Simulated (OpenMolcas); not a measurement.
## CH2BFS (SMILES FB1CS1): name the method

The species is CH2BFS (6 atoms), meant as a singlet with charge 0. As SMILES, `FB1CS1`. The coordinates come from a GFN2-xTB relaxation.

```xyz
6

F    -0.3112   -2.0960    0.2964
B    -0.3257   -0.8208    0.0067
C     0.3838    0.5348    0.0886
S    -1.2770    0.4033   -0.7787
H     1.1845    0.8168   -0.5828
H     0.3456    1.1619    0.9697
```

Orbital energies and the dipole are those of the mean-field step.

A calculation with OpenMolcas 26.06 gave:

```
total energy  : -561.2784 Eh
dipole moment : 1.60 D
HOMO energy   : -10.39 eV
LUMO energy   : 0.90 eV
HOMO–LUMO gap : 11.29 eV
```

Q: Which of these levels gave the numbers?
A. PBE0/def2-TZVP
B. B3LYP/6-31G* (Cartesian functions)
C. B3LYP/pcseg-1
D. SOS-MP2/aug-cc-pVDZ (RICD fitting)

A: D. The others give -562.0083 Eh (PBE0/def2-TZVP), -562.2141 Eh (B3LYP/pcseg-1), -562.2389 Eh (B3LYP/6-31G* (Cartesian functions)).
